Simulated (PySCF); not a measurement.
## Radial density of Cr¹⁹⁺ (chromium, charge +19)

PBEsol, [He] 2s2 2p1, 2P determinant. Computed with PySCF 2.14 in an uncontracted even-tempered set (18 s from 3.4 bohr⁻², ratio 2.2; 11 p from 4.4 bohr⁻², ratio 2.2; 6 d from 20 bohr⁻², ratio 2.4; 5 f from 29 bohr⁻², ratio 2.4; 5 g from 44 bohr⁻², ratio 2.4), with no relativity, point nucleus.

```
r (bohr)  4πr²ρ (e/bohr)  4πr²(ρα − ρβ)
0.000854         0.08285         0.0000
 0.00144          0.2280         0.0000
 0.00242          0.6153        -0.0001
 0.00406           1.608        -0.0001
 0.00683           3.982         0.0000
  0.0115           9.002         0.0022
  0.0193           17.46         0.0190
  0.0325           26.14         0.1195
  0.0547           25.42         0.5831
  0.0920           13.62         2.0069
   0.155           10.40         3.9959
   0.260           11.26         3.2019
   0.438           2.454         0.5574
   0.737         0.03687         0.0076
    1.24       1.116e-05         0.0000
```
